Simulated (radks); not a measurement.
Values are calculated unless marked as measured or tabulated.
Sn4+, configuration [Kr] 4d10 (the NIST ground configuration). Level of theory: Dirac Kohn-Sham, PBE, spin-unpolarised, spherical densities, point nucleus (a radial shooting solver on a logarithmic mesh with Libxc functionals).

Spin-orbit splittings of the eigenvalues, e(l+1/2) - e(l-1/2), with zeta = 2 splitting/(2l+1) and mean radii in bohr:

shell  occ.  splitting (eV)  zeta (eV)  <r> j=l-1/2  <r> j=l+1/2
2p        6           230.7      153.8       0.1058       0.1112
3p        6           42.12      28.08       0.3299       0.3411
3d       10           8.694      3.478       0.3125       0.3161
4p        6           7.593      5.062       0.8637       0.8927
4d       10           1.079     0.4315        1.062        1.074
